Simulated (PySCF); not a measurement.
# Working out the ionisation energy of Mn²⁺

Mn²⁺ [Ar] 3d5 (6S) → Mn³⁺ [Ar] 3d4 (5D). Calculation: PySCF 2.14, in pcseg-2 (6s4p3d2f1g, 56 functions); the non-relativistic Hamiltonian (point nucleus). Frozen: [Ar]. Energies in hartree (1 hartree = 27.21139 eV):

```
             part  Mn²⁺ (lower)  Mn³⁺ (upper)
              UHF  -1149.086955  -1147.893932
MP2 opposite-spin      0.000000      0.000000
    MP2 same-spin     -0.059461     -0.031020
```

Q: What does Hartree-Fock give?

A: (-1147.893932) − (-1149.086955) = 1.193023 hartree = 32.464 eV.

Q: What do MP2 and SCS-MP2 (6/5 opposite-spin, 1/3 same-spin) give?

A: The opposite-spin parts differ by 0.000 eV and the same-spin parts by 0.774 eV. MP2: 32.464 + (0.000) + (0.774) = 33.238 eV. SCS-MP2: 32.464 + 1.2 × (0.000) + (0.774)/3 = 32.722 eV.

Reference: 33.668 ± 0.012 eV (measured; NIST Atomic Spectra Database, ionization energies), between the lowest levels; spin-orbit coupling is absent from the calculation.

The calculation is non-relativistic.

What remains against the reference includes basis incompleteness, the frozen core and correlation beyond second order.
